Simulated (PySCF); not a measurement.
Cl₂Sb, doublet, at a GFN2-xTB geometry (the spin is typed, not shown lowest) (core potentials on Sb), with bond 3-1 at 1.3 times its length; PBE0/def2-SVP in PySCF.

Input for PySCF:
```python
from pyscf import gto, scf, dft

mol = gto.M(
    atom='''
Sb    0.405002   -0.023054    0.496897
Cl    0.725548    0.355362   -1.816982
Cl   -2.644220   -0.365143    0.275111
''',
    basis='def2-svp',
    ecp={'Sb': 'def2-svp'},
    charge=0,
    spin=1,
    verbose=4,
)

mf = dft.UKS(mol)
mf.xc = 'pbe0'
mf.init_guess = 'atom'
mf.kernel()
```

Output, abridged:

```
PySCF version 2.14.0

[INPUT] verbose = 4
[INPUT] num. atoms = 3
[INPUT] num. electrons = 57
[INPUT] charge = 0
[INPUT] spin (= nelec alpha-beta = 2S) = 1
[INPUT] symmetry False subgroup None
[INPUT] Mole.unit = angstrom
[INPUT] Symbol           X                Y                Z      unit          X                Y                Z       unit  Magmom
[INPUT]  1 Sb     0.405002000000  -0.023054000000   0.496897000000 AA    0.765342859901  -0.043565746076   0.938999242118 Bohr   0.0
[INPUT]  2 Cl     0.725548000000   0.355362000000  -1.816982000000 AA    1.371087010226   0.671536855078  -3.433598353264 Bohr   0.0
[INPUT]  3 Cl    -2.644220000000  -0.365143000000   0.275111000000 AA   -4.996851613097  -0.690020266302   0.519884443855 Bohr   0.0

nuclear repulsion = 192.628688882277
number of shells = 26
number of NR pGTOs = 133
number of NR cGTOs = 62
basis = def2-svp
ecp = {'Sb': 'def2-svp'}

******** <class 'pyscf.dft.uks.UKS'> ********
method = UKS
initial guess = atom
damping factor = 0
level_shift factor = 0
DIIS = <class 'pyscf.scf.diis.CDIIS'>
diis_start_cycle = 1
diis_space = 8
diis_damp = 0
SCF conv_tol = 1e-09
SCF conv_tol_grad = None
SCF max_cycles = 50
direct_scf = True
direct_scf_tol = 1e-13
number electrons alpha = 29  beta = 28
XC library pyscf.dft.libxc version 7.1.2
    S. Lehtola, C. Steigemann, M. J. T. Oliveira, and M. A. L. Marques,  SoftwareX 7, 1–5 (2018)
XC functionals = pbe0
    C. Adamo and V. Barone,  J. Chem. Phys. 110, 6158 (1999)
    M. Ernzerhof and G. E. Scuseria,  J. Chem. Phys. 110, 5029 (1999)
radial grids:
    Treutler-Ahlrichs [JCP 102, 346 (1995); DOI:10.1063/1.469408] (M4) radial grids

becke partition: Becke, JCP 88, 2547 (1988); DOI:10.1063/1.454033
pruning grids: <function nwchem_prune>
grids dens level: 3
symmetrized grids: False
atomic radii adjust function: <function treutler_atomic_radii_adjust>
small_rho_cutoff = 0
Set gradient conv threshold to 3.16228e-05
Spherically averaged atomic HF for {'Cl', 'Sb'}

******** <class 'pyscf.scf.atom_hf.AtomSphAverageRHF'> ********
method = AtomSphAverageRHF
initial guess = minao
damping factor = 0
level_shift factor = 0
DIIS = <class 'pyscf.scf.diis.CDIIS'>
diis_start_cycle = 1
diis_space = 8
diis_damp = 0
SCF conv_tol = 1e-09
SCF conv_tol_grad = None
SCF max_cycles = 50
direct_scf = True
direct_scf_tol = 1e-13
atom = Sb
Set gradient conv threshold to 3.16228e-05
Initial guess from minao.
init E= -213.309652752471
cycle= 1 E= -238.557818651699  delta_E= -25.2  |g|=    0  |ddm|= 8.81
cycle= 2 E= -238.96159678112  delta_E= -0.404  |g|=    0  |ddm|= 2.97
cycle= 3 E= -238.991732182491  delta_E= -0.0301  |g|=    0  |ddm|= 0.467
cycle= 4 E= -238.991803828537  delta_E= -7.16e-05  |g|=    0  |ddm|= 0.0542
cycle= 5 E= -238.991807728972  delta_E= -3.9e-06  |g|=    0  |ddm|= 0.0143
cycle= 6 E= -238.991807741258  delta_E= -1.23e-08  |g|=    0  |ddm|= 0.000746
cycle= 7 E= -238.991807741261  delta_E= -2.47e-12  |g|=    0  |ddm|= 1.06e-05
Extra cycle  E= -238.991807741261  delta_E= 1.42e-13  |g|=    0  |ddm|= 1.43e-07
Atomic HF for atom  Sb  converged. SCF energy = -238.991807741261

******** <class 'pyscf.scf.atom_hf.AtomSphAverageRHF'> ********
method = AtomSphAverageRHF
initial guess = minao
damping factor = 0
level_shift factor = 0
DIIS = <class 'pyscf.scf.diis.CDIIS'>
diis_start_cycle = 1
diis_space = 8
diis_damp = 0
SCF conv_tol = 1e-09
SCF conv_tol_grad = None
SCF max_cycles = 50
direct_scf = True
direct_scf_tol = 1e-13
atom = Cl
Set gradient conv threshold to 3.16228e-05
Initial guess from minao.
init E= -459.076232193589
cycle= 1 E= -459.117036390558  delta_E= -0.0408  |g|=    0  |ddm|= 0.0448
cycle= 2 E= -459.117046106835  delta_E= -9.72e-06  |g|=    0  |ddm|= 0.0126
cycle= 3 E= -459.117046525591  delta_E= -4.19e-07  |g|=    0  |ddm|= 0.00136
cycle= 4 E= -459.117046534463  delta_E= -8.87e-09  |g|=    0  |ddm|= 0.000457
cycle= 5 E= -459.117046534584  delta_E= -1.21e-10  |g|=    0  |ddm|= 5.89e-05
Extra cycle  E= -459.117046534584  delta_E=    0  |g|=    0  |ddm|= 2.11e-07
Atomic HF for atom  Cl  converged. SCF energy = -459.117046534584

tot grids = 59720
init E= -1160.00294963658

cycle= 1 E= -1159.97060141499  delta_E= 0.0323  |g|= 0.322  |ddm|= 1.23
cycle= 2 E= -1157.32044549013  delta_E= 2.65  |g|= 1.66  |ddm|= 2.47
cycle= 3 E= -1160.03038401976  delta_E= -2.71  |g|= 0.239  |ddm|= 2.19
cycle= 4 E= -1160.05947183459  delta_E= -0.0291  |g|= 0.12  |ddm|= 0.412
cycle= 5 E= -1160.06962325303  delta_E= -0.0102  |g|= 0.0295  |ddm|= 0.142
cycle= 6 E= -1160.07052627427  delta_E= -0.000903  |g|= 0.00315  |ddm|= 0.0538
cycle= 7 E= -1160.07055842545  delta_E= -3.22e-05  |g|= 0.00206  |ddm|= 0.0122
cycle= 8 E= -1160.07057888116  delta_E= -2.05e-05  |g|= 0.00136  |ddm|= 0.00927
cycle= 9 E= -1160.07060341942  delta_E= -2.45e-05  |g|= 0.00107  |ddm|= 0.0163
cycle= 10 E= -1160.0706156865  delta_E= -1.23e-05  |g|= 0.000465  |ddm|= 0.0146
cycle= 11 E= -1160.07061831332  delta_E= -2.63e-06  |g|= 7e-05  |ddm|= 0.00957
cycle= 12 E= -1160.07061833362  delta_E= -2.03e-08  |g|= 2.55e-05  |ddm|= 0.000693
cycle= 13 E= -1160.07061833443  delta_E= -8.11e-10  |g|= 1.39e-05  |ddm|= 8.2e-05
Extra cycle  E= -1160.07061833444  delta_E= -1.05e-11  |g|= 1.78e-05  |ddm|= 4.65e-05
converged SCF energy = -1160.07061833444  <S^2> = 0.77311584  2S+1 = 2.0229838
```
